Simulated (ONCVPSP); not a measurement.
# Building the ONCV potential for nickel (Ni) (PBE, scalar-relativistic).

Ni (Z = 28), optimised norm-conserving Vanderbilt (ONCV), made with ONCVPSP 4.0.1 (PBE, scalar-relativistic). Core [Ne], reference 3s2 3p6 3d8 4s2. Waves: 3s+4s: rc 1.45 bohr, ncon 4, nbas 7, qcut 7.9 1/bohr, 2 projectors; 3p: rc 1.10 bohr, ncon 4, nbas 7, qcut 12.8 1/bohr, 1 projector; 3d: rc 0.85 bohr, ncon 3, nbas 7, qcut 14.6 1/bohr, 2 projectors, debl 0.3 Ha; f scattering state at 0.19 Ha: rc 1.50 bohr, ncon 4, nbas 8, qcut 7.7 1/bohr, 3 projectors, debl 2.8 Ha. Local part: polynomial inside 0.65 bohr (lpopt 5, dvloc0 3 Ha). Core correction: Teter function, fcfact 1.5, rcfact 1.25.

In the d channel the program set the typed energies aside and used -0.326, 0.250 Ha.

**Question.** Estimate the cutoffs (Ha) at which the residual kinetic energy of the hardest occupied pseudo-wave falls to 1 and 0.1 mHa per electron.

**Answer.** 96 Ha and 138 Ha.

**Question.** Does the potential have ghost states?

**Answer.** No bound ghost flagged; no localised positive-energy state flagged.

**Question.** Which valence shell sets the plane-wave cutoff?

**Answer.** 3d: 96 Ha for 1 mHa per electron, against 43 Ha for 3p.

**Question.** Tests: 3s2 3p6 3d8 4s1; 3s2 3p6 3d8 4s0; 3s2 3p6 3d7 4s0; 3s2 3p6 3d8 4s1.5. Which has the largest error in its energy relative to the reference configuration, and how large is it?

**Answer.** 3s2 3p6 3d7 4s0, with -12 meV (all-electron minus pseudo) on +64.14 eV.
